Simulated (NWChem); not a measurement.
# C$_{2}$H$_{6}$O$_{2}$Si; SMILES CC(=O)O[SiH3]

```xyz
11

Si     0.0281     1.7225     0.0000
O      0.7239     0.1506     0.0000
C     -0.1324    -0.8805     0.0000
C      0.5542    -2.2113     0.0000
O     -1.3257    -0.7067     0.0000
H     -0.7754     1.9380     1.2323
H      1.2230     2.6079     0.0000
H     -0.7754     1.9380    -1.2323
H     -0.1887    -3.0162     0.0000
H      1.2036    -2.2914     0.8841
H      1.2036    -2.2914    -0.8841
```
Atoms are numbered in this order, from 1.

All runs: NWChem. Medium grid unless said otherwise, to which SCAN and Minnesota functionals are sensitive. Coordinates come from a PBE0/def2-SVP optimisation. Hybrids' shares of exact exchange are those that their runs print; pure functionals count as 0. The functionals differ in more than this share.

| row | share of exact exchange | highest occupied level (eV) |
|---|---|---|
| PBE/def2-SVP | 0.00 | -6.36 |
| LDA (Slater exchange, VWN5)/def2-SVP | 0.00 | -6.54 |
| TPSSh/def2-SVP | 0.10 | -7.19 |
| B3LYP/def2-SVP | 0.20 | -7.79 |
| M06-2X/def2-SVP | 0.54 | withheld |

Question: Fit a straight line of the last column on the one before it, predict the withheld value, and compare with the run.

Answer: 
1. Means of the 4 shown rows: x = 0.075, y = -6.970. Slope Σ(x − x̄)(y − ȳ)/Σ(x − x̄)² = -0.1860/0.02750 = -6.764; intercept -6.463.
2. The shown rows scatter about the line by 0.070 (root mean square); the largest residual is +0.10, at PBE/def2-SVP.
3. At x = 0.54 (M06-2X/def2-SVP; beyond the shown range) the line gives -10.12.
4. The run gives -9.78, +0.34 from the line, 4.8 times the scatter.
